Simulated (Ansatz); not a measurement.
`[CH3][Mo]([CH3])(=[O])=[S]` + H–F → `[CH3][Mo](=[O])([F])=[S]` + CH₄ at 400 K and 1 bar (ligand exchange at a Mo–C bond).

Program: Ansatz. Geometries: PBE0-D4/def2-TZVP. ΔE: electronic, gas phase. CCSD(T)/CBS is the MP2 limit (def2-TZVPP, def2-QZVPP) plus CCSD(T) − MP2 in def2-TZVPP, frozen cores. This one scheme is used for every species. Elements past krypton have def2 core potentials. For Mo outer-core shells are correlated without core-valence functions, which leaves a few kJ/mol of doubt a bond.

| species | CCSD(T)/CBS energy (Eh) | H − E (kJ/mol) | S (J/(mol·K)) |
| --- | --- | --- | --- |
| `[CH3][Mo]([CH3])(=[O])=[S]` | -620.87102 | 235.5 | 416.2 |
| H–F | -100.39570 | 36.5 | 182.2 |
| `[CH3][Mo](=[O])([F])=[S]` | -680.85708 | 144.5 | 383.5 |
| CH₄ | -40.46206 | 131.3 | 197.2 |

H − E and S are ideal-gas, rigid-rotor, harmonic terms from PBE0-D4/def2-TZVP, for one conformer and one mirror image of each species. 1 Eh = 2625.50 kJ/mol, R = 8.31446 J/(mol·K).

Question: By hand: ΔE, ΔH, ΔS and ΔG.

Answer: ΔE = (-680.85708) + (-40.46206) − (-620.87102) − (-100.39570) = -0.05242 Eh = -137.6 kJ/mol. Δ(H − E) = 144.5 + 131.3 − 235.5 − 36.5 = 3.8, so ΔH = -133.8 kJ/mol. ΔS = 383.5 + 197.2 − 416.2 − 182.2 = -17.7 J/(mol·K). ΔG = -133.8 − 400 × (-17.7)/1000 = -126.7 kJ/mol.

Question: By hand: the equilibrium constant, and the temperature at which ΔG would vanish if ΔH and ΔS stayed fixed.

Answer: log₁₀ K = −ΔG/(RT ln 10) = 16.5. ΔG = 0 at ΔH/ΔS = 7559 K, far beyond where these terms or the molecules hold.

ΔH outweighs TΔS. A doubt of 5 kJ/mol in ΔE shifts log₁₀ K by 0.7 here. Other conformers and mirror images would add mixing entropy, several J/(mol·K) or more a flexible species. These are equilibria of isolated gas molecules and say nothing of rates. Largest T1 diagnostic: 0.026 (customary marks: 0.02 for closed shells, 0.045 for open ones).
